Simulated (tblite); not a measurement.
Species: C6H9FS.
Geometry (GFN2-xTB, Å), atoms numbered from 1 in this order:
```
atom  x, y, z in Å
C1     1.9977    0.7642   -0.2043
C2     0.8573   -0.1947   -0.5217
C3    -0.0287   -0.4868    0.7021
C4    -0.7233    0.7573    1.1744
C5    -1.9928    0.8436    0.8029
F6    -2.8031    1.8743    1.0390
S7    -2.6466   -0.5390   -0.0666
C8    -1.1400   -1.4879    0.3578
H9     1.6160    1.7445    0.0680
H10    2.5981    0.3842    0.6197
H11    2.6413    0.8793   -1.0729
H12    1.2716   -1.1398   -0.8811
H13    0.2357    0.2243   -1.3156
H14    0.6022   -0.9018    1.4946
H15   -0.2109    1.5284    1.7197
H16   -0.8869   -2.1223   -0.4885
H17   -1.3947   -2.1159    1.2122
```

All values are computed: GFN2-xTB (tblite) harmonic vibrations without scaling, gas phase. Errors from tens to a few hundred cm⁻¹ against measured bands are possible. One conformer, not necessarily the lowest.

Harmonic wavenumbers (cm⁻¹): 59.6, 95.1, 140.6, 234.0, 251.1, 326.7, 361.0, 429.9, 473.9, 489.5, 642.6, 687.6, 745.0, 762.7, 816.0, 846.9, 919.1, 988.1, 1052.2, 1068.0, 1080.7, 1105.5, 1147.3, 1163.3, 1199.7, 1228.6, 1241.7, 1264.9, 1311.8, 1343.1, 1415.2, 1448.2, 1488.4, 1500.8, 1506.0, 1688.8, 2930.5, 2968.3, 2975.7, 2987.5, 3020.4, 3032.1, 3041.7, 3049.5, 3138.6.

A = 2730, B = 1248, C = 960.1 MHz; mass 132.041 u (most abundant isotopes); point group C1, symmetry number 1.

Task: Zero-point energy?

Result: ½Σν̃ = 29834 cm⁻¹ = 85.30 kcal/mol.

Task: What is S at 350 K and 1 bar for an ideal gas of classical rigid rotors and harmonic oscillators?

Result: Translation 41.37, rotation 29.45, vibration 25.88: S = 96.7 cal/(mol K).

Task: And Cp and H(350 K) − H(0)?

Result: Cp = 37.76 cal/(mol K), of which vibrations give 29.81 (their classical limit is 45 R = 89.4); H(350 K) − H(0) = 7.74 kcal/mol without the zero-point energy, 4.96 from vibrations.

Task: How do the functions run with temperature in this model?

Result: 
```csv
T (K),S (cal/(mol K)),Cp (cal/(mol K)),H − H(0) (kcal/mol),G − H(0) (kcal/mol),ln q(vib)
100,66.4,15.6,1.14,-5.50,1.07
200,79.8,24.0,3.12,-12.84,2.92
300,91.2,33.1,5.97,-21.40,4.88
500,112.3,50.0,14.36,-41.79,9.00
800,139.7,66.3,32.03,-79.72,15.20
1000,155.3,73.2,46.01,-109.25,19.14
```

q(vib) and H(0) count from the zero-point level.

Task: Blend soft modes into free rotors: weight 1/[1 + (100 cm⁻¹/ν̃)⁴] for the oscillator and the rest for a rotor with moment μB/(μ + B), μ = h/(8π²ν), B = 10⁻⁴⁴ kg m². What vibrational entropy results?

Result: 24.24 cal/(mol K) in place of 25.88, which changes −T·S at 350 K by +0.57 kcal/mol.

Task: Which modes carry the vibrational entropy at 350 K?

Result: 59.6 cm⁻¹: 4.79; 95.1 cm⁻¹: 3.87; 140.6 cm⁻¹: 3.10; 234.0 cm⁻¹: 2.14; 251.1 cm⁻¹: 2.01; 326.7 cm⁻¹: 1.54 cal/(mol K); the other 39 give 8.42 together.

Task: What must be added to the electronic energy to get the Gibbs energy at 350 K and 1 bar?

Result: ZPE + [H(350 K) − H(0)] − T·S = 85.30 + 7.74 − 33.84 = 59.20 kcal/mol.

Hindered rotation and anharmonicity are outside this model. Other conformers, if any are populated, would add a mixing term that is left out. The structure is chiral; the term R ln 2 for an equal mix with its mirror image is left out.
